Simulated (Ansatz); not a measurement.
Complex (SMILES): F (HF) with [SiH3]C (CH3-SiH3), atoms 1 to 2 the first; geometry from B3LYP-D3(BJ)/def2-TZVP, monomers rigid:
```xyz
10

F     -0.8072     1.2098    -1.0332
H     -0.8337     1.4847    -0.1466
C     -0.8969     2.1476     1.9988
Si    -0.9462     2.6964     3.7994
H     -1.4172     2.8789     1.3758
H      0.1409     2.0657     1.6668
H     -1.3852     1.1755     1.8964
H     -0.2415     1.7083     4.6485
H     -0.2858     4.0143     3.9445
H     -2.3510     2.8086     4.2554
```

Interaction energy at PBE with Ansatz (a quantum-chemistry and plane-wave program), kcal/mol, without and with the counterpoise correction (monomers among the partner's ghost functions). Cartesian d functions, on some or all atoms, in 6-31G*; all else is spherical. The program fits the integrals of some runs and decomposes those of others, by size. No added dispersion term, no relativity. Reference, counterpoise-corrected: the value in aug-pcseg-3, -2.04.

```json
[
 {"basis": "STO-3G", "functions": "26", "uncorrected": "-0.22", "counterpoise": "0.65", "counterpoise correction": "0.88", "mean of both": "0.21"},
 {"basis": "pcseg-0", "functions": "45", "uncorrected": "-3.39", "counterpoise": "-1.53", "counterpoise correction": "1.86", "mean of both": "-2.46"},
 {"basis": "6-31G*", "functions": "63", "uncorrected": "-2.46", "counterpoise": "-1.41", "counterpoise correction": "1.05", "mean of both": "-1.94"},
 {"basis": "6-311++G(2d,2p)", "functions": "159", "uncorrected": "-2.22", "counterpoise": "-1.94", "counterpoise correction": "0.28", "mean of both": "-2.08"},
 {"basis": "pcseg-2", "functions": "192", "uncorrected": "-2.25", "counterpoise": "-1.90", "counterpoise correction": "0.35", "mean of both": "-2.08"},
 {"basis": "def2-TZVPPD", "functions": "244", "uncorrected": "-2.07", "counterpoise": "-2.00", "counterpoise correction": "0.06", "mean of both": "-2.03"},
 {"basis": "6-311++G(3df,3pd)", "functions": "251", "uncorrected": "-2.34", "counterpoise": "-1.99", "counterpoise correction": "0.35", "mean of both": "-2.16"},
 {"basis": "aug-pcseg-2", "functions": "303", "uncorrected": "-2.07", "counterpoise": "-1.99", "counterpoise correction": "0.08", "mean of both": "-2.03"},
 {"basis": "aug-cc-pV(T+d)Z", "functions": "308", "uncorrected": "-2.12", "counterpoise": "-2.03", "counterpoise correction": "0.08", "mean of both": "-2.08"},
 {"basis": "def2-QZVPP", "functions": "394", "uncorrected": "-2.25", "counterpoise": "-1.99", "counterpoise correction": "0.26", "mean of both": "-2.12"},
 {"basis": "def2-QZVPPD", "functions": "436", "uncorrected": "-2.05", "counterpoise": "-2.03", "counterpoise correction": "0.02", "mean of both": "-2.04"},
 {"basis": "pcseg-4", "functions": "734", "uncorrected": "-2.05", "counterpoise": "-2.04", "counterpoise correction": "0.01", "mean of both": "-2.04"}
]
```

The corrected value lies nearer the reference in 8 of 12 rows.
